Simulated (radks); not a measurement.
Values are calculated unless marked as measured or tabulated.
Au, configuration [Xe] 4f14 5d10 6s1. Code: a radial shooting solver on a logarithmic mesh with Libxc functionals. Model: Dirac Kohn-Sham, RPBE, spin-unpolarised, spherical densities, point nucleus.

Normalised radial functions P(r) = r R(r) (large component), r in bohr:

| r | 4f7/2 | 5p1/2 | 5d5/2 |
|---|---|---|---|
| 0.001675 | 0.0000 | 0.0162 | 0.0000 |
| 0.002706 | 0.0000 | 0.0278 | 0.0001 |
| 0.004409 | 0.0000 | 0.0495 | 0.0003 |
| 0.007124 | 0.0000 | 0.0881 | 0.0012 |
| 0.01161 | 0.0002 | 0.1540 | 0.0046 |
| 0.01876 | 0.0012 | 0.2428 | 0.0158 |
| 0.03031 | 0.0066 | 0.3065 | 0.0484 |
| 0.04938 | 0.0330 | 0.2071 | 0.1259 |
| 0.0798 | 0.1345 | -0.1594 | 0.2377 |
| 0.13 | 0.4359 | -0.4308 | 0.2439 |
| 0.2101 | 0.9839 | 0.1056 | -0.0671 |
| 0.3422 | 1.4318 | 0.6236 | -0.4023 |
| 0.5531 | 1.2169 | -0.3605 | -0.0360 |
| 0.8939 | 0.5762 | -1.1759 | 0.6765 |
| 1.456 | 0.1312 | -0.6207 | 0.8123 |
| 2.353 | 0.0122 | -0.1014 | 0.4709 |
| 3.834 | 0.0003 | -0.0037 | 0.1586 |
| 6.195 | 0.0000 | 0.0000 | 0.0302 |
| 10.09 | 0.0000 | 0.0000 | 0.0019 |
| 16.31 | 0.0000 | 0.0000 | 0.0000 |

4f7/2: eigenvalue -79.094 eV, 0 radial nodes, <r> = 0.502 bohr, 90 % of the charge inside 0.807 bohr. 5p1/2: eigenvalue -71.709 eV, 3 radial nodes at r = 0.0668, 0.198, 0.487 bohr, <r> = 1.00 bohr, 90 % of the charge inside 1.46 bohr. 5d5/2: eigenvalue -6.245 eV, 2 radial nodes at r = 0.195, 0.566 bohr, <r> = 1.66 bohr, 90 % of the charge inside 2.64 bohr.
